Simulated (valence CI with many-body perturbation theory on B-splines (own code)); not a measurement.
**E1 line list for Xe IV**

Level of theory: valence CI with perturbative core correlation (CI+MBPT): five valence electrons over a frozen Dirac-Fock core [Kr] 4d10, a basis of 11 s, 11 p, 10 d, 8 f, 5 g, 2 h functions for each j, with the one-electron correlation potential Σ1 (screened to all orders), the two-electron term Σ2, the three-electron term Σ3, Breit, model QED; selected single and double excitations, second order for the rest, scaled by the run's own slope (own B-spline code, finite nucleus).

Against 60 measured levels this calculation errs by 338 cm⁻¹ on average and by 1240 at most. These come from a selection out of Saloman, J. Phys. Chem. Ref. Data 33, 765 (2004). Levels without a partner in it may be off by more. Among the levels kept, up to 2500 cm⁻¹ of a level comes from second order outside the variational space, and about a tenth of that is noise between levels of different J, which matters for small intervals. 9 measured levels below the end of the list, from 133027 cm⁻¹ on, found no clear computed partner, and computed levels of the same name lie up to 50070 cm⁻¹ from them.

Lines 351 to 400 of 600 in falling wavelength, among levels below 31.468 eV, chosen from the strongest by gf and those to the six lowest levels. Wavelengths and rates use the calculated energies, so an error of 300 cm⁻¹ moves a line at 1688 Å by 0.51 % and its rate by three times that or more. Electric multipoles are in the length gauge, E1 and E2 with the static RPA response of the core. Weak lines are less certain than strong ones. Lines between different terms over intervals too small for the method are left out, as are lines whose strength nearly cancels. Where a level lies close to another of its J and parity, the split of strength between their lines is uncertain. The highest levels of a list are the least certain.

Names give the largest LS component (configuration and term), which can be under half, so a name can repeat, a term be missing and a line seem to break the LS rules; names also repeat where a configuration has a term twice. Letters in brackets count levels of one name in rising energy.

```csv
λ vac (Å),λ from measured levels,Upper,Lower,A (s⁻¹),S (a.u.) with core polarisation,S without
1699,,4f 5s2 5p2 2F°_5/2 [b],5s2 5p2 5d 4D_5/2,1.33e+08,1.93e+00,1.99e+00
1696,,4f 5s2 5p2 2F°_7/2 [a],5s2 5p2 5d 4D_5/2,3.08e+07,5.94e-01,6.37e-01
1692,,4f 5s2 5p2 2D°_5/2 [b],5s2 5p2 5d 2G_7/2,1.19e+08,1.71e+00,1.67e+00
1688,1718,4f 5s2 5p2 4G°_5/2,5s 5p4 2D_3/2,6.68e+07,9.52e-01,1.03e+00
1686,,4f 5s2 5p2 2G°_7/2 [b],5s2 5p2 5d 4F_9/2,8.45e+07,1.60e+00,1.54e+00
1675,,4f 5s2 5p2 2D°_3/2 [a],5s2 5p2 5d 2F_5/2 [a],9.57e+07,8.87e-01,8.58e-01
1674,,4f 5s2 5p2 2F°_7/2 [b],5s2 5p2 5d 2G_7/2,3.86e+07,7.14e-01,7.43e-01
1659,,4f 5s2 5p2 2G°_7/2 [b],5s2 5p2 5d 2F_7/2 [a],4.32e+07,7.79e-01,7.95e-01
1645,1671,4f 5s2 5p2 4F°_7/2,5s2 5p2 5d 4F_5/2,3.57e+07,6.27e-01,6.80e-01
1638,,5s2 5p2 6p 2D°_5/2 [b],5s2 5p2 5d 4D_7/2,1.98e+08,2.58e+00,2.52e+00
1630,,5s2 5p2 6p 2F°_7/2,5s2 5p2 5d 4D_7/2,4.37e+07,7.46e-01,7.04e-01
1610,1645,4f 5s2 5p2 4D°_3/2,5s2 5p2 5d 4F_3/2 [b],6.59e+07,5.43e-01,5.63e-01
1556,1558,5s2 5p2 6p 4D°_1/2,5s 5p4 2D_3/2,1.45e+08,5.41e-01,5.27e-01
1553,,4f 5s2 5p2 4F°_5/2,5s2 5p2 5d 4F_3/2 [a],4.65e+07,5.16e-01,5.62e-01
1547,,4f 5s2 5p2 2F°_7/2 [b],5s2 5p2 5d 4D_7/2,9.14e+07,1.34e+00,1.35e+00
1545,,4f 5s2 5p2 2D°_3/2 [a],5s2 5p2 5d 2P_1/2 [a],6.65e+07,4.84e-01,5.21e-01
1478,,4f 5s2 5p2 2F°_5/2 [c],5s2 5p2 5d 2F_5/2 [a],6.19e+07,5.92e-01,6.33e-01
1445,,5s2 5p2 6p 2P°_1/2 [b],5s 5p4 2S_1/2,1.85e+08,5.50e-01,5.58e-01
1437,,4f 5s2 5p2 2P°_3/2,5s 5p4 2S_1/2,1.05e+08,6.17e-01,6.91e-01
1435,,5s2 5p2 5f 4D°_7/2,5s2 5p2 5d 2F_5/2 [b],3.33e+07,3.88e-01,3.71e-01
1410,1428,4f 5s2 5p2 4D°_5/2,5s 5p4 2D_3/2,6.51e+07,5.41e-01,6.00e-01
1390,1411,4f 5s2 5p2 4F°_7/2,5s 5p4 2D_5/2,1.08e+08,1.14e+00,1.27e+00
1341,,4f 5s2 5p2 2F°_5/2 [b],5s2 5p2 5d 4F_3/2 [a],8.84e+07,6.32e-01,6.79e-01
1324,,4f 5s2 5p2 2F°_7/2 [b],5s2 5p2 5d 2F_7/2 [a],6.68e+07,6.12e-01,6.36e-01
1307,,5s 5p3 5d 2G°_7/2,5s2 5p2 5d 2F_5/2 [b],1.00e+08,8.85e-01,8.13e-01
1303,,5s2 5p2 5f 4D°_7/2,5s2 5p2 5d 2D_5/2 [a],8.38e+07,7.32e-01,7.09e-01
1285,,5p5 2P°_3/2,5s 5p4 2S_1/2,8.51e+07,3.57e-01,3.81e-01
1251,,4f 5s2 5p2 2G°_7/2 [b],5s 5p4 2D_5/2,6.37e+07,4.93e-01,5.51e-01
1223,1217,5s 5p4 4P_5/2,5s2 5p3 2D°_5/2,1.25e+07,6.77e-02,9.62e-02
1216,,5s 5p3 5d 2G°_7/2,5s2 5p2 6s 4P_5/2,6.87e+07,4.88e-01,4.38e-01
1215,,4f 5s2 5p2 2F°_7/2 [a],5s 5p4 2D_5/2,1.67e+08,1.18e+00,1.34e+00
1197,,5s 5p3 5d 2G°_7/2,5s2 5p2 5d 2D_5/2 [a],8.01e+07,5.42e-01,4.75e-01
1194,1211,4f 5s2 5p2 4G°_7/2,5s 5p4 4P_5/2,9.29e+07,6.25e-01,7.04e-01
1188,,4f 5s2 5p2 2F°_5/2 [c],5s 5p4 2D_5/2,1.06e+08,5.24e-01,5.74e-01
1188,,4f 5s2 5p2 2F°_5/2 [a],5s 5p4 2D_3/2,9.69e+07,4.81e-01,5.36e-01
1187,,5s2 5p2 5f 4G°_5/2,5s2 5p2 5d 4P_3/2,7.52e+07,3.72e-01,3.73e-01
1163,1157,5s 5p4 4P_5/2,5s2 5p3 2D°_3/2,1.78e+07,8.27e-02,1.18e-01
1162,1176,4f 5s2 5p2 4D°_5/2,5s 5p4 4P_3/2,1.07e+08,4.96e-01,5.60e-01
1159,,5s2 5p2 5f 4D°_7/2,5s2 5p2 5d 4P_5/2,2.21e+08,1.36e+00,1.38e+00
1129,1144,4f 5s2 5p2 4D°_1/2,5s 5p4 4P_1/2,3.17e+08,4.51e-01,5.14e-01
1124,,4f 5s2 5p2 2G°_7/2 [a],5s 5p4 4P_5/2,4.92e+07,2.75e-01,3.12e-01
1124,1118,5s 5p4 4P_3/2,5s2 5p3 2D°_5/2,1.06e+07,2.98e-02,3.93e-02
1122,,5s 5p3 5d 4F°_9/2,5s2 5p2 5d 4D_7/2,9.75e+07,6.80e-01,8.95e-01
1117,1113,5s 5p4 2D_5/2,5s2 5p3 2P°_3/2,5.18e+07,2.14e-01,3.18e-01
1109,1123,4f 5s2 5p2 2D°_5/2 [a],5s 5p4 4P_5/2,8.61e+06,3.47e-02,3.97e-02
1095,1109,4f 5s2 5p2 4D°_7/2,5s 5p4 4P_5/2,2.36e+08,1.22e+00,1.39e+00
1094,1097,5s2 5p2 6p 4D°_3/2 [a],5s 5p4 4P_5/2,7.28e+07,1.88e-01,1.84e-01
1092,,5s2 5p2 6p 2D°_5/2 [b],5s 5p4 2D_5/2,1.10e+08,4.25e-01,4.00e-01
1089,,4f 5s2 5p2 2D°_3/2 [b],5s 5p4 2D_3/2,2.15e+08,5.47e-01,6.27e-01
1072,1083,4f 5s2 5p2 4D°_5/2,5s 5p4 4P_5/2,1.01e+08,3.69e-01,4.20e-01
```
